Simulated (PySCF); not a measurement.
Job file and geometry (Å, from GFN2-xTB) of an NMR shielding run on `InChI=1S/C6H11NSi2/c1-2-3-4-5-8-9-6-7/h1H,3-5,8-9H2`, PySCF, GIAO PBE0/pcSseg-1 NMR shielding, non-relativistic, gas phase; density fitting, a coarse starting grid and PySCF grid level 2 are the driver's defaults:

```
$ OMP_NUM_THREADS=1 python probes_run.py task.json out

{"job": {"kind": "nmr", "xc": "PBE0", "basis": "pcSseg-1"}, "charge": 0, "multiplicity": 1}
C      2.292607     1.480525     1.639392
C      2.285057     0.422642     1.080898
C      2.204874    -0.850544     0.392727
C      0.774952    -1.105930    -0.101722
C      0.360474    -0.100355    -1.172113
Si    -1.478436    -0.240214    -1.640304
Si    -2.781069     0.229309     0.219300
C     -1.866775     1.457907     1.290351
N     -1.277857     2.217108     1.915430
H      2.307873     2.403810     2.136011
H      2.509695    -1.645498     1.080341
H      2.896897    -0.847272    -0.455427
H      0.096274    -1.037210     0.753971
H      0.708985    -2.120962    -0.501982
H      0.992605    -0.234006    -2.052877
H      0.561238     0.905838    -0.794705
H     -1.749120     0.673706    -2.758458
H     -1.744782    -1.601085    -2.134574
H     -3.033078    -0.888085     1.139335
H     -4.065563     0.890995    -0.038630
```

**Question.** What does the program print?

**Answer.** 
```
coarse grid: 17648 points
cycle   1  E = -868.1299721069  dE =  8.059e-01  |g| = 5.379e-01  |ddm| = 4.147e+00
cycle   2  E = -868.0187121300  dE =  1.113e-01  |g| = 8.766e-01  |ddm| = 1.223e+00
cycle   3  E = -868.1955731490  dE = -1.769e-01  |g| = 2.411e-01  |ddm| = 7.102e-01
cycle   4  E = -868.2079862930  dE = -1.241e-02  |g| = 4.578e-02  |ddm| = 1.774e-01
cycle   5  E = -868.2084204119  dE = -4.341e-04  |g| = 1.682e-02  |ddm| = 5.229e-02
cycle   6  E = -868.2084871066  dE = -6.669e-05  |g| = 5.483e-03  |ddm| = 1.906e-02
cycle   7  E = -868.2084931825  dE = -6.076e-06  |g| = 2.631e-03  |ddm| = 5.270e-03
final grid: 161184 points
cycle   8  E = -868.2617648523  dE = -3.586e-05  |g| = 8.731e-03  |ddm| = 4.463e-02
cycle   9  E = -868.2617423236  dE =  2.253e-05  |g| = 1.295e-02  |ddm| = 1.704e-02
cycle  10  E = -868.2617823401  dE = -4.002e-05  |g| = 2.763e-03  |ddm| = 1.020e-02
cycle  11  E = -868.2617842352  dE = -1.895e-06  |g| = 4.286e-04  |ddm| = 2.268e-03
cycle  12  E = -868.2617842745  dE = -3.935e-08  |g| = 1.692e-04  |ddm| = 4.801e-04
cycle  13  E = -868.2617842788  dE = -4.277e-09  |g| = 1.018e-04  |ddm| = 1.503e-04
cycle  14  E = -868.2617842810  dE = -2.238e-09  |g| = 1.846e-05  |ddm| = 6.964e-05
cycle  15  E = -868.2617842811  dE = -7.890e-11  |g| = 2.957e-06  |ddm| = 1.782e-05
converged SCF energy = -868.2617842811

GIAO shielding tensors (ppm)
atom      isotropic    diamagn.    paramagn.     s11        s22        s33       span
  0 C      107.348     258.695    -151.347     30.386     38.191    253.468    223.082
  1 C      100.290     267.401    -167.111      0.197      9.286    291.386    291.189
  2 C      161.983     250.866     -88.883    150.985    159.797    175.167     24.183
  3 C      156.594     252.276     -95.682    148.660    151.685    169.436     20.776
  4 C      176.404     256.078     -79.675    163.326    175.306    190.580     27.254
  5 Si     425.774     881.626    -455.852    398.092    404.284    474.946     76.854
  6 Si     453.236     879.963    -426.727    426.103    463.057    470.546     44.443
  7 C       65.375     265.599    -200.224    -47.295    -44.050    287.469    334.764
  8 N     -103.354     339.592    -442.947   -308.476   -299.368    297.781    606.257
  9 H       30.172      35.643      -5.471     24.360     25.887     40.269     15.909
 10 H       29.036      28.171       0.865     23.400     27.502     36.207     12.807
 11 H       29.577      29.276       0.301     25.101     28.011     35.617     10.516
 12 H       30.282      36.003      -5.721     25.483     30.941     34.423      8.940
 13 H       30.111      33.481      -3.370     24.690     29.734     35.910     11.221
 14 H       30.888      33.134      -2.247     25.556     29.316     37.791     12.235
 15 H       29.660      36.069      -6.409     25.239     29.373     34.369      9.129
 16 H       27.532      29.394      -1.861     23.754     25.063     33.779     10.024
 17 H       27.835      29.607      -1.772     24.352     25.748     33.404      9.052
 18 H       27.387      28.810      -1.423     24.528     25.091     32.541      8.013
 19 H       27.474      26.821       0.653     23.553     25.390     33.479      9.925
```

**Question.** Turn these shieldings into chemical shifts. Shifts are taken against calculated references (same method and geometry level): TMS for 13C (σref 186.93) and 29Si (σref 349.16) and 1H (σref 31.72); 15N (σref 267.73) against NH3.

**Answer.** Averaging equivalent atoms: C 7: 121.6; C 1: 86.6; C 0: 79.6; C 3: 30.3; C 2: 24.9; C 4: 10.5; Si 5: -76.6; Si 6: -104.1; N 8: 371.1; H 18/19: 4.29; H 16/17: 4.03; H 10/11: 2.41; H 9: 1.54; H 12/13: 1.52; H 14/15: 1.44 ppm. Experimental scales use liquid or dissolved standards, which lie at an offset from isolated NH3 (liquid NH3: subtract about 20 ppm). Unscaled 15N shifts of sp2 nitrogen come out 20 to 40 ppm too high even then.

Size and cost of the density-fitted run: 222 basis functions, 96 s wall time on 1 thread of an Arm Neoverse N1, shared host; peak memory 0.94 GiB.
